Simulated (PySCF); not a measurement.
ScCl₃, SMILES [Sc]([Cl])([Cl])[Cl]. Atoms are numbered in the order given.

```xyz
4

Sc     0.0000     0.0000     0.0000
Cl     2.2570     0.0000     0.0000
Cl    -1.1285    -1.9546     0.0000
Cl    -1.1285     1.9546     0.0000
```
Charge 0, spin multiplicity 1.

Geometry: ωB97X-D3(BJ)/def2-SVP. The isomer is the one that the SMILES or the coordinates give; other isomers of the formula were not compared.

The numbers are results of PySCF with CAM-B3LYP/def2-TZVPD, not measurements.

Symmetry labels are those of the subgroup C2v that the program uses (full group D3h).

Q: List the valence orbital energies around the gap with their symmetry. (Estimate from the structure and the level; the computed values follow.)

A: 
```
orbital  symmetry  energy (eV)
-------  --------  -----------
HOMO−7         A1       -11.89
HOMO−6         B1       -11.89
HOMO−5         A2       -11.25
HOMO−4         B2       -11.25
HOMO−3         A1       -11.22
HOMO−2         B1       -11.22
HOMO−1         B2       -11.14
HOMO           B1       -10.63
LUMO           A1        -2.36
LUMO+1         B2        -1.52
LUMO+2         A2        -1.52
LUMO+3         A1        -0.64
```
